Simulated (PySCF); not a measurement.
**Mayer bond orders and bond lengths**

Compound: C6H8O4.
Numbering: `[CH2:1]=[C:2]([CH3:3])[O:4][C:5](=[O:6])[CH2:7][O:8][CH:9]=[O:10]` (hydrogens: H11, H12 on C1; H13, H14, H15 on C3; H16, H17 on C7; H18 on C9)

Structure used (GFN2-xTB), in Å, numbered top down from 1:
```xyz
18
C6H8O4 angstrom
C     -2.4137   -0.8943   -0.1381
C     -1.5038    0.0589   -0.2327
C     -1.7748    1.5216   -0.3787
O     -0.1246   -0.1638   -0.1624
C      0.4589   -1.2695   -0.6013
O     -0.0700   -2.2289   -1.0884
C      1.9808   -1.1715   -0.4410
O      2.3887   -0.0859    0.3758
C      2.4395    1.1058   -0.2012
O      2.2252    1.3527   -1.3493
H     -3.4574   -0.6438   -0.1804
H     -2.1601   -1.9324   -0.0348
H     -2.8426    1.7084   -0.4183
H     -1.3429    2.0620    0.4619
H     -1.3048    1.8944   -1.2877
H      2.3505   -2.0859    0.0256
H      2.4065   -1.0697   -1.4476
H      2.7358    1.8481    0.5575
```

Bond orders from the PBE0/pcSseg-1 density (PySCF). One conformer (not necessarily the lowest) at the GFN2-xTB geometry, without solvent, vibrations or thermal averaging.

(1) Where do the orders between heavy atoms depart from those drawn in the SMILES?

(2) Set the Mayer orders of the bonds between heavy atoms beside their lengths.

## Answers

(1) The largest departure is 0.139, at C2–O4 (drawn single, 0.861). Drawn single, order above 1.12: O8–C9 (1.121). Drawn single, order below 0.88: C2–O4 (0.861) and C7–O8 (0.866).

(2) 
```
  bond  drawn as  length (Å)  Mayer order
 C1–C2    double       1.321        1.959
 C2–C3    single       1.495        1.068
 C2–O4    single       1.399        0.861
 O4–C5    single       1.325        1.087
 C5–O6    double       1.199        1.975
 C5–C7    single       1.533        0.968
 C7–O8    single       1.419        0.866
 O8–C9    single       1.325        1.121
C9–O10    double       1.194        1.958
```

Bonds between the same two heavy elements. C–C: lowest C5–C7 (0.968, 1.533 Å), highest C1–C2 (1.959, 1.321 Å). C–O: lowest C2–O4 (0.861, 1.399 Å), highest C5–O6 (1.975, 1.199 Å).

**Question.** And the bonds to hydrogen?

**Answer.** C–H: 0.92 to 0.96 (8 bonds).

**Question.** Sum the orders of all bonds at each heavy atom with more than one neighbour and set the sums beside the valence in the SMILES.

**Answer.** C1 3.818 (drawn 4), C2 3.888 (drawn 4), C3 3.912 (drawn 4), O4 1.948 (drawn 2), C5 4.030 (drawn 4), C7 3.696 (drawn 4), O8 1.987 (drawn 2), C9 4.014 (drawn 4). Orders between atoms that aren't bonded are not in these sums.

Mayer orders depend on the basis set.

The run behind these numbers computed NMR shieldings as well. Hardware: one thread of an Arm Neoverse V2, shared host. Cost: 35 s wall.
